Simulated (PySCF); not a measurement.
## NaSe, PBE0: how much the basis matters

PySCF, UKS reference; doublet, unpaired electrons π ↑; De to Na + Se without counterpoise correction.

```tsv
basis	relativity	functions	Re (Å)	ωe (cm⁻¹)	De (eV)	μ (D)
def2-SVP	no relativity	47	2.604	272	2.35	-8.04
def2-SVPD	no relativity	59	2.623	265	2.43	-8.55
def2-TZVPP	no relativity	80	2.605	270	2.38	-8.29
```

Task: How does each smaller set differ from the one with most functions, def2-TZVPP?

Result: def2-SVP: -0.1 pm, +0.7 % in ωe, -0.03 eV in De; def2-SVPD: +1.8 pm, -1.9 % in ωe, +0.05 eV in De. All at PBE0; the set with most functions is neither the basis-set limit nor always the best.

A positive dipole means Na(−)Se(+). Spin–orbit coupling is left out. The state was picked by a PBE0 search and need not be the measured ground state.
